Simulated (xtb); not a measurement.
H2MgO, SMILES [MgH][OH]. All values are semi-empirical tight-binding results from xtb (GFN2-xTB unless named), good for trends rather than for accurate numbers. Coordinates come from a GFN2-xTB optimisation.

Optimised geometry:

Bonded distances (Å): Mg1–H2 1.529, Mg1–O3 1.685, O3–H4 0.948. Angles (°): H2–Mg1–O3 179.6, Mg1–O3–H4 179.9.
Charge 0, spin multiplicity 1.

For metal compounds this method's bond lengths and energies can be far off.

point group as xtb finds it: C∞v
orbital gap: 3.69 eV
zero-point energy: 10.6 kcal/mol
G − E(el) at 298.15 K (modified RRHO): -3.8 kcal/mol

Computed atomic charges and the Wiberg bond orders between heavy atoms:
charges (e) Mg1 0.41, H2 -0.08, O3 -0.60, H4 0.27. Bond orders Mg1–O3 1.10.
